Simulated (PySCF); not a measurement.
Input of a response calculation (the driver script's job line, then coordinates in Å):

```
{"job": {"kind": "uv", "xc": "PBE0", "basis": "def2-SVPD", "nstates": 8, "ntriplets": 3}, "charge": 0, "multiplicity": 1}
F     -1.694910    -1.516227     0.065403
C     -1.606624    -0.303712     0.722696
Ge    -0.321623     0.812520    -0.307200
Ge     1.801515    -0.255253    -0.418817
H     -1.269639    -0.522078     1.739143
H     -2.615940     0.110308     0.763342
H     -0.290035     2.168796     0.357362
H     -0.950591     1.053041    -1.654588
H      1.747255    -1.594453    -1.079416
H      2.373878    -0.488693     0.947468
H      2.832138     0.538422    -1.161356
```

Its output, with some lines taken out ([cut]):

```
coarse grid: 42616 points
cycle   1  E = -4294.8120282361  dE = -1.073e+00  |g| = 5.952e-01  |ddm| = 3.622e+00
cycle   2  E = -4294.7807419180  dE =  3.129e-02  |g| = 7.523e-01  |ddm| = 8.959e-01
cycle   3  E = -4294.8547161935  dE = -7.397e-02  |g| = 9.337e-02  |ddm| = 5.615e-01
cycle   4  E = -4294.8559592648  dE = -1.243e-03  |g| = 2.243e-02  |ddm| = 7.349e-02
cycle   5  E = -4294.8560276842  dE = -6.842e-05  |g| = 3.688e-03  |ddm| = 2.134e-02
cycle   6  E = -4294.8560303811  dE = -2.697e-06  |g| = 1.276e-03  |ddm| = 6.935e-03
final grid: 86496 points
cycle   7  E = -4294.8559969412  dE =  1.641e-07  |g| = 1.544e-03  |ddm| = 4.326e-03
cycle   8  E = -4294.8559965900  dE =  3.513e-07  |g| = 1.943e-03  |ddm| = 3.869e-03
cycle   9  E = -4294.8559975833  dE = -9.933e-07  |g| = 1.120e-04  |ddm| = 2.129e-03
cycle  10  E = -4294.8559975851  dE = -1.841e-09  |g| = 1.998e-05  |ddm| = 8.839e-05
cycle  11  E = -4294.8559975852  dE = -5.821e-11  |g| = 2.821e-06  |ddm| = 1.713e-05
converged SCF energy = -4294.8559975852

Static polarisability (au): isotropic 78.418, principal 67.995 74.577 92.683

Singlet excitations
state   eV       nm        f      main configurations
  1   7.2733    170.5   0.06486   H->L+1 0.50, H->L 0.43
  2   7.3830    167.9   0.07326   H->L 0.46, H->L+1 0.30, H-1->L 0.17
  3   7.5724    163.7   0.04426   H-1->L+1 0.30, H-1->L 0.30, H->L+3 0.29
[cut]
[cut]
  6   7.8731    157.5   0.35052   H-1->L 0.35, H-1->L+1 0.22, H->L+2 0.14
  7   8.0649    153.7   0.00625   H-1->L+2 0.34, H-1->L+3 0.23, H-2->L+1 0.15
  8   8.1583    152.0   0.00241   H-1->L+3 0.32, H->L+4 0.27, H-1->L+2 0.19

Triplet excitations (Tamm-Dancoff, eV): 6.5214 6.7146 6.9517
```

Method used: TDDFT PBE0/def2-SVPD, vertical, gas phase, core orbitals frozen in the response (PySCF). Geometry: GFN2-xTB, one conformer, isolated molecule. Relativistic effects, spin–orbit coupling among them, are left out although an element past zinc is present.

Q: Restore the lines that were cut, in order.

A: 
```
  4   7.5834    163.5   0.05808   H->L+2 0.59, H->L+3 0.16, H-1->L 0.10
  5   7.7567    159.8   0.03508   H-1->L+1 0.39, H->L+3 0.38, H->L+2 0.15
```

Q: What transition dipole goes with state 6?

A: |μ|² = 3f / (2ΔE) = 3 × 0.3505 / (2 × 0.2893) = 1.817 au, so |μ| = 3.43 D.

Q: Which orbital energies lie behind H and L?

A: HOMO -8.30 eV and LUMO 0.05 eV, a gap of 8.35 eV; state 1 differs from that by -1.08 eV.

Q: How much of the mean polarisability do the listed states account for?

A: The sum over states Σ f/ΔE² (ΔE in hartree) gives 7.94 au, 10% of the total; the rest comes from higher roots of the same response equations.

Q: Which species is it?

A: `F[CH2][GeH2][GeH3]` (CH7FGe2), point group C1.

The SCF starts on a coarse grid; the energy jumps when the final grid takes over, and dE counts afresh there. H and L stand for HOMO and LUMO.

Shape of the structure used: `[F:1][CH2:2][GeH2:3][GeH3:4]`: F1–C2–Ge3–Ge4 -59°.
